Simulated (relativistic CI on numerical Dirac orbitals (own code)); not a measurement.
O3+: sensitivity of the levels to the model

Base calculation: Dirac-Coulomb-Breit CI, separate exchange-only KLI orbitals for each configuration, model QED (radiative potential, 1s self-energy scaled to tabulated hydrogen-like ionisation energies), valence Slater integrals scaled by 0.85, P86 correlation energy added to each configuration.

CI space (outside the closed core 1s2): 2s2 2p, 2s 2p2, 2p3, 2s2 3s, 2s2 3p, 2s2 3d, 2p2 3s, 2p2 3p, 2s 2p 3s, 2p2 3d, 2s2 4s, 2s2 4p, 2s 2p 3p, 2s2 4d, 2s2 4f, 2s 2p 3d. Levels of other configurations are missing.

The lowest level and the first level of each name with at least 55 % of one term (blank where a level has no safe partner in the second run):

```
         Level  Base (cm⁻¹)  Shift (cm⁻¹)
2s2 2p 2P°_1/2          0.0           0.0
2s2 2p 2P°_3/2        379.4          +2.5
 2s 2p2 4P_1/2      73164.8       +3364.6
 2s 2p2 4P_3/2      73292.5       +3364.8
 2s 2p2 4P_5/2      73469.3       +3364.8
 2s 2p2 2D_5/2     128001.5       -2834.4
 2s 2p2 2D_3/2     128017.6       -2834.5
 2s 2p2 2S_1/2     160497.8       -6886.4
 2s 2p2 2P_1/2     177606.5       -8671.5
 2s 2p2 2P_3/2     177842.9       -8671.6
   2p3 4S°_3/2     235017.9       +1504.4
   2p3 2D°_5/2     262821.8       -1432.9
   2p3 2D°_3/2     262854.6       -1432.7
   2p3 2P°_1/2     292702.3       -5834.9
```

Correlation outside the listed configurations is missing or only estimated: errors of thousands of cm⁻¹ between configurations and terms are usual at this charge. Rates and lifetimes follow the computed energies and can be off by large factors. The fine structure of a lone outer electron comes out too small, for d and f at times inverted, and misplaced configurations move strength between like terms. 42 of the 55 excited levels that our extract of the measured tables holds in this range could be paired (the sources list more); they are missed by 2624 cm⁻¹ on average and 15634 at most, and levels without a partner can miss by more.

**Question.** One thing was changed in a second run, which moved the levels as shown. Which?
A. Breit term removed
B. configuration mixing switched off
C. QED terms removed
D. valence Slater integrals scaled by 0.75
E. only the first 3 configurations
F. non-relativistic limit
G. self-excluded LDA correlation estimate

**Answer.** D. Valence Slater integrals scaled by 0.75. Scaling acts on the splittings between terms and on the mixing, and leaves the fine structure of pure LS terms nearly alone; in jj coupling it moves the levels of one term differently.

LS names give the leading component of a level, which can be under half, so a name can repeat, a term be missing and a line seem to break the LS rules.
